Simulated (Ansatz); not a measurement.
Ansatz (a program for electronic structure) job for cyclopentanone (C5H8O), SMILES O=C1CCCC1, B3LYP-D3(BJ)/def2-SVP. 

Ansatz 0.2 input:
```yaml
crystal:
  periodic: [false, false, false]
  atoms:
    - {symbol: O, position_ang: [0.87018562, 1.90476708, -0.33698778]}
    - {symbol: C, position_ang: [0.37732932, 0.82567385, -0.14776592]}
    - {symbol: C, position_ang: [1.12951206, -0.47773801, 0.02503766]}
    - {symbol: C, position_ang: [0.06471717, -1.56751292, -0.05965867]}
    - {symbol: C, position_ang: [-1.18929205, -0.89281262, 0.50118835]}
    - {symbol: C, position_ang: [-1.10466188, 0.53158402, -0.03913914]}
    - {symbol: H, position_ang: [1.92671135, -0.57393510, -0.71060082]}
    - {symbol: H, position_ang: [1.59359020, -0.45679946, 1.01424393]}
    - {symbol: H, position_ang: [0.33691925, -2.46372989, 0.49522662]}
    - {symbol: H, position_ang: [-0.09949790, -1.84651335, -1.10189610]}
    - {symbol: H, position_ang: [-1.14696913, -0.87982482, 1.59161567]}
    - {symbol: H, position_ang: [-2.10358969, -1.40183426, 0.20072811]}
    - {symbol: H, position_ang: [-1.52293273, 0.59498270, -1.04679910]}
    - {symbol: H, position_ang: [-1.61134404, 1.27435164, 0.57541047]}
basis:
  gaussian:
    orbitals: def2-SVP
hamiltonian:
  xc: b3lyp
  dispersion: d3bj
relax: {f_tol: 0.002, max_steps: 200}
```

Log of the run:

```
WARN ansatz: RAYON_NUM_THREADS=1 ignored (pool sized by the plan → 1); use --threads N
Functional definition: B3LYP
integrals: 0.10 GiB planned
1416 factors; integrals over basis functions are off by at most 3.6e-4 eV
mean field: 0.56 GiB planned
mean field evaluation 1: about -7347.8008 eV, gradient 6.3e1 eV
mean field evaluation 2: about -7342.5919 eV, gradient 8.2e1 eV
mean field evaluation 4: about -7357.1425 eV, gradient 5.9e0 eV
mean field evaluation 8: about -7357.2431 eV, gradient 4.5e-2 eV
mean field -7357.24310588 eV, -270.3736972226 hartree, gradient 3.2e-5 eV, S^2 0.000000; 0 other end points of the search recorded, 0 dependent functions left out
the calculation of the forces begins
reference -7357.24333128 eV, -270.3737055060 hartree; 23, 23 occupied and 101, 101 virtual orbitals, 1416 factors
relax step   1: F+E_penalty+E_count = -7357.77326436 eV  Δ(F+E_penalty+E_count) = +0.000e0 eV  max|allowed force component| = 4.378e-1 eV/Å  Δτ_max = 0.0000 Å  (25 SCF iters, accepted)
these checks for a lower state are left out or cut short: starts, cluster_reference, orbital_swaps, neighbouring_geometries, increment
integrals: 0.10 GiB planned
1416 factors; integrals over basis functions are off by at most 3.7e-4 eV
mean field: 0.56 GiB planned
mean field evaluation 16: about -7357.2426 eV, gradient 1.5e0 eV
mean field -7357.28311595 eV, -270.3751675656 hartree, gradient 1.7e-5 eV, S^2 0.000000; 0 other end points of the search recorded, 0 dependent functions left out
the calculation of the forces begins
reference -7357.28334285 eV, -270.3751759041 hartree; 23, 23 occupied and 101, 101 virtual orbitals, 1416 factors
relax step   2: F+E_penalty+E_count = -7357.81001708 eV  Δ(F+E_penalty+E_count) = -3.675e-2 eV  max|allowed force component| = 2.010e-1 eV/Å  Δτ_max = 0.0263 Å  (31 SCF iters, accepted)
these checks for a lower state are left out or cut short: starts, cluster_reference, orbital_swaps, neighbouring_geometries, increment
integrals: 0.10 GiB planned
1416 factors; integrals over basis functions are off by at most 3.7e-4 eV
mean field: 0.56 GiB planned
mean field -7357.28804040 eV, -270.3753485356 hartree, gradient 1.8e-5 eV, S^2 0.000000; 0 other end points of the search recorded, 0 dependent functions left out
the calculation of the forces begins
reference -7357.28826771 eV, -270.3753568893 hartree; 23, 23 occupied and 101, 101 virtual orbitals, 1416 factors
relax step   3: F+E_penalty+E_count = -7357.81374776 eV  Δ(F+E_penalty+E_count) = -3.731e-3 eV  max|allowed force component| = 7.363e-2 eV/Å  Δτ_max = 0.0136 Å  (31 SCF iters, accepted)
these checks for a lower state are left out or cut short: starts, cluster_reference, orbital_swaps, neighbouring_geometries, increment
integrals: 0.10 GiB planned
1416 factors; integrals over basis functions are off by at most 3.7e-4 eV
mean field: 0.56 GiB planned
mean field evaluation 32: about -7357.2881 eV, gradient 7.0e-5 eV
mean field -7357.28813923 eV, -270.3753521678 hartree, gradient 1.5e-5 eV, S^2 0.000000; 0 other end points of the search recorded, 0 dependent functions left out
the calculation of the forces begins
reference -7357.28836651 eV, -270.3753605201 hartree; 23, 23 occupied and 101, 101 virtual orbitals, 1416 factors
relax step   4: F+E_penalty+E_count = -7357.81386452 eV  Δ(F+E_penalty+E_count) = -1.168e-4 eV  max|allowed force component| = 2.264e-2 eV/Å  Δτ_max = 0.0026 Å  (23 SCF iters, accepted)
these checks for a lower state are left out or cut short: starts, cluster_reference, orbital_swaps, neighbouring_geometries, increment
integrals: 0.10 GiB planned
1416 factors; integrals over basis functions are off by at most 3.7e-4 eV
mean field: 0.56 GiB planned
mean field -7357.28807791 eV, -270.3753499142 hartree, gradient 1.2e-5 eV, S^2 0.000000; 0 other end points of the search recorded, 0 dependent functions left out
the calculation of the forces begins
reference -7357.28830511 eV, -270.3753582637 hartree; 23, 23 occupied and 101, 101 virtual orbitals, 1416 factors
relax step   5: F+E_penalty+E_count = -7357.81388517 eV  Δ(F+E_penalty+E_count) = -2.065e-5 eV  max|allowed force component| = 1.057e-2 eV/Å  Δτ_max = 0.0039 Å  (23 SCF iters, accepted)
these checks for a lower state are left out or cut short: starts, cluster_reference, orbital_swaps, neighbouring_geometries, increment
integrals: 0.10 GiB planned
1416 factors; integrals over basis functions are off by at most 3.7e-4 eV
mean field: 0.56 GiB planned
mean field -7357.28802694 eV, -270.3753480410 hartree, gradient 4.7e-5 eV, S^2 0.000000; 0 other end points of the search recorded, 0 dependent functions left out
the calculation of the forces begins
reference -7357.28825415 eV, -270.3753563908 hartree; 23, 23 occupied and 101, 101 virtual orbitals, 1416 factors
relax step   6: F+E_penalty+E_count = -7357.81389790 eV  Δ(F+E_penalty+E_count) = -1.273e-5 eV  max|allowed force component| = 2.550e-3 eV/Å  Δτ_max = 0.0021 Å  (21 SCF iters, accepted)
these checks for a lower state are left out or cut short: starts, cluster_reference, orbital_swaps, neighbouring_geometries, increment
integrals: 0.10 GiB planned
1416 factors; integrals over basis functions are off by at most 3.7e-4 eV
mean field: 0.56 GiB planned
mean field -7357.28803067 eV, -270.3753481780 hartree, gradient 1.8e-5 eV, S^2 0.000000; 0 other end points of the search recorded, 0 dependent functions left out
the calculation of the forces begins
reference -7357.28825787 eV, -270.3753565276 hartree; 23, 23 occupied and 101, 101 virtual orbitals, 1416 factors
relax step   7: F+E_penalty+E_count = -7357.81389894 eV  Δ(F+E_penalty+E_count) = -1.042e-6 eV  max|allowed force component| = 1.704e-3 eV/Å  Δτ_max = 0.0007 Å  (20 SCF iters, accepted)
integrals: 0.10 GiB planned
1416 factors; integrals over basis functions are off by at most 3.7e-4 eV
mean field: 0.56 GiB planned
mean field evaluation 64: about -7357.2880 eV, gradient 1.4e-4 eV
mean field -7357.28803067 eV, -270.3753481780 hartree, gradient 1.8e-5 eV, S^2 0.000000; 1 other end points of the search recorded, 0 dependent functions left out
the calculation of the forces begins
reference -7357.28825787 eV, -270.3753565276 hartree; 23, 23 occupied and 101, 101 virtual orbitals, 1416 factors
Total energy: -7357.81412614 eV, -270.3946818302 hartree
Atom 0 at     0.875532     1.915639    -0.345258 Å, force     0.000528     0.001704    -0.000404 eV/Å
Atom 1 at     0.381198     0.833964    -0.151087 Å, force    -0.000356    -0.001501     0.000227 eV/Å
Atom 2 at     1.142067    -0.484619     0.023609 Å, force    -0.000095    -0.000403    -0.000232 eV/Å
Atom 3 at     0.067468    -1.575686    -0.062192 Å, force     0.000161    -0.000129     0.000295 eV/Å
Atom 4 at    -1.196717    -0.895817     0.504854 Å, force    -0.000154    -0.000161    -0.000227 eV/Å
Atom 5 at    -1.117725     0.537362    -0.035755 Å, force     0.000025    -0.000081     0.000198 eV/Å
Atom 6 at     1.965141    -0.562176    -0.701665 Å, force    -0.000083     0.000411    -0.000168 eV/Å
Atom 7 at     1.601476    -0.455852     1.028751 Å, force    -0.000362    -0.000127     0.000308 eV/Å
Atom 8 at     0.335041    -2.497306     0.475096 Å, force    -0.000175     0.000076    -0.000055 eV/Å
Atom 9 at    -0.102299    -1.851399    -1.117248 Å, force     0.000051     0.000272     0.000113 eV/Å
Atom 10 at    -1.147103    -0.882999     1.607285 Å, force     0.000060     0.000043    -0.000103 eV/Å
Atom 11 at    -2.124116    -1.418106     0.227724 Å, force     0.000106     0.000015     0.000047 eV/Å
Atom 12 at    -1.533975     0.601138    -1.057949 Å, force    -0.000034    -0.000340    -0.000206 eV/Å
Atom 13 at    -1.625309     1.306515     0.564437 Å, force     0.000328     0.000222     0.000209 eV/Å
Dipole moment:    -0.240749    -0.526869     0.094574 e Å
```

The calculation finished and met its thresholds.
